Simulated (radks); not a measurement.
Problem. All-electron atom: In2+ in [Kr] 4d10 5s1. Method: scalar-relativistic Kohn-Sham, BLYP, spin-unpolarised, spherical densities, finite nucleus; Fermi nuclear charge, rms radius 4.6156 fm; computed with a radial shooting solver on a logarithmic mesh with Libxc functionals. Some entries of the table are withheld. Estimate them.

| orbital | occ. | eigenvalue (eV) | r(max) (bohr) | <r^2> (bohr^2) |
|---|---|---|---|---|
| 1s | 2 | -27775.40 | 0.01922 | 0.001195 |
| 2s | 2 | -4174.132 | 0.1086 | 0.01947 |
| 2p | 6 | -3748.854 | 0.08691 | 0.01536 |
| 3s | 2 | -806.3679 | 0.3155 | 0.1390 |
| 3p | 6 | -667.1053 | 0.3088 | 0.1399 |
| 3d | 10 | -450.7421 | 0.2581 | (1) |
| 4s | 2 | -137.5329 | 0.7694 | 0.8135 |
| 4p | 6 | -96.0024 | 0.8155 | 0.9708 |
| 4d | 10 | -36.3697 | 0.9298 | 1.625 |
| 5s | 1 | -23.8197 | (2) | 6.198 |

Solution. 
(1) 3d <r^2> (bohr^2): 0.1251
(2) 5s r(max) (bohr): 2.047
